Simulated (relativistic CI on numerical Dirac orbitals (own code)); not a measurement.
Tl⁶²⁺: sensitivity of the levels to the model

Base calculation: Dirac-Coulomb-Breit CI, KLI orbitals optimised for each configuration, QED by a radiative potential, unscaled Slater integrals.

Configurations in the expansion (outside the closed core [Ne]): 3s2 3p6 3d, 3s2 3p5 3d2, 3s 3p6 3d2, 3s2 3p6 4s, 3s2 3p6 4p, 3s2 3p6 4d, 3s2 3p5 3d 4s, 3s2 3p6 4f, 3s2 3p5 3d 4p, 3p6 3d3, 3p5 3d4, 3p5 3d3 4s. Double excitations out of closed p, d and f shells are left out; levels of such configurations are missing from the list, as are those of other unlisted configurations, and high levels can miss mixing partners. These lack a partner that the ground configuration has and come out too high: 3s2 3p5 3d 4p.

Variants: (1) P86 correlation estimate; (2) only the first 3 configurations. Shifts of the energy above 3s2 3p6 3d 2D_3/2, in eV, for the lowest level and the first level of each name with at least 55 % of one term (blank where a level changes its place among those of its configuration and J or its character, or is not in the variant):

| Level | Base | Δ(1) | Δ(2) |
| --- | --- | --- | --- |
| 3s2 3p6 3d 2D_3/2 | 0.00 | 0.00 | 0.00 |
| 3s2 3p6 3d 2D_5/2 | 118.17 | 0.00 | -0.01 |
| 3s2 3p5 3d2 4D°_1/2 | 288.51 | +0.51 | -0.27 |
| 3s2 3p5 3d2 4G°_9/2 | 401.22 | +0.51 | -0.28 |
| 3s2 3p5 3d2 2H°_11/2 | 413.56 | +0.51 | -0.28 |
| 3s2 3p5 3d2 2G°_9/2 | 433.59 | +0.51 | -0.28 |
| 3s2 3p5 3d2 2F°_5/2 | 463.05 | +0.51 | +0.02 |
| 3s2 3p5 3d2 2P°_1/2 | 470.26 | +0.51 | -0.24 |
| 3s2 3p5 3d2 4G°_11/2 | 519.08 | +0.51 | -0.27 |
| 3s 3p6 3d2 4F_3/2 | 1076.80 | +0.72 | -0.38 |
| 3s 3p6 3d2 4F_7/2 | 1191.40 | +0.72 | -0.41 |
| 3s 3p6 3d2 4P_3/2 | 1203.83 | +0.72 | -0.42 |
| 3s 3p6 3d2 2G_9/2 | 1209.99 | +0.72 | -0.34 |
| 3s 3p6 3d2 2F_5/2 | 1213.57 | +0.72 | -0.29 |

At this charge energies of transitions that change n are usually good to better than 1 %, and those within a shell (Δn = 0) to a few per cent.

Ionisation energy from the two ground configurations alone: base 6714.34 eV; P86 correlation estimate 6716.16 eV. The NIST ASD value (theoretical) is 6714 eV.

LS names give the leading component of a level, which can be under half, so a name can repeat, a term be missing and a line seem to break the LS rules.
